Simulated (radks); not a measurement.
Results of a calculation; reference values are marked as such.
The nuclear charge of neutral chlorine is varied continuously with 17 electrons held in [Ne] 3s2 3p5. Code: a radial shooting solver on a logarithmic mesh with Libxc functionals. Model: scalar-relativistic Kohn-Sham, BLYP, spin-unpolarised, spherical densities, point nucleus. By the Hellmann-Feynman theorem dE/dZ = E(electron-nucleus)/Z, the electronic potential at the nucleus. The scalar-relativistic energy here is not variational (the density holds large components alone), so the two differ by a part that grows with Z.

Z     E (hartree)  E(electron-nucleus)/Z (hartree)  HOMO  e(HOMO) (eV)  <r> HOMO (bohr)
16.8   -448.77510                         -63.7595    3p        -6.223            1.928
16.9   -455.17765                         -64.2517    3p        -7.320            1.887
17     -461.62946                         -64.7437    3p        -8.459            1.849
17.1   -468.13049                         -65.2353    3p        -9.639            1.813
17.2   -474.68072                         -65.7267    3p       -10.858            1.779
17.3   -481.28013                         -66.2179    3p       -12.117            1.747
17.4   -487.92870                         -66.7089    3p       -13.413            1.716
17.5   -494.62641                         -67.1997    3p       -14.748            1.686
17.6   -501.37324                         -67.6904    3p       -16.120            1.658
17.7   -508.16918                         -68.1810    3p       -17.529            1.631
17.8   -515.01423                         -68.6714    3p       -18.974            1.605
17.9   -521.90836                         -69.1617    3p       -20.455            1.580
18     -528.85157                         -69.6519    3p       -21.972            1.556

The central difference of E at Z = 17 is -64.764 hartree, to compare with the third column; the second derivative is -4.92 hartree.
